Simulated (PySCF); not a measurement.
Cl₃Sb (SMILES [Cl][Sb]([Cl])[Cl]), singlet, at a GFN2-xTB geometry (core potentials on Sb). Base run: PySCF with DF-PBE/def2-TZVP.

PySCF was given this input:
```python
from pyscf import gto, scf, dft

mol = gto.M(
    atom='''
Sb    0.004843   -0.000785    0.619287
Cl   -1.760197   -0.965587   -0.606784
Cl    0.035972    2.004188   -0.617068
Cl    1.709696   -1.036248   -0.634009
''',
    basis='def2-tzvp',
    ecp={'Sb': 'def2-tzvp'},
    charge=0,
    spin=0,
    verbose=5,
)

mf = dft.RKS(mol)
mf.xc = 'pbe'
mf = mf.density_fit(auxbasis='def2-universal-jkfit')
mf.kernel()
mf.analyze()
```

All variants below ran on the same shared machine, one core each. Differences are taken from the largest grid of the series, which the next largest meets within 10 µEh (grids.level = 7: -1620.464424 Eh). The cheapest run took around 12 core-seconds (rough).

| setting | grid points | cost, times the cheapest (rough) | difference in total energy (µEh) |
|---|---|---|---|
| grids.level = 0 | 7704 | 1 | 2137 |
| grids.atom_grid = (30, 110) | 9696 | 1 | -5087 |
| grids.atom_grid = (50, 194) | 25144 | 1 | 77 |
| grids.level = 2 | 49288 | 2 | -5 |
| grids.level = 1 | 26976 | 2 | 57 |
| base | 78600 | 2 | 1 |
| grids.level = 4 | 118200 | 2 | 0 |
| grids.level = 7 | 347088 | 5 | reference |

Times come from a shared machine, hold the start-up and are rough.
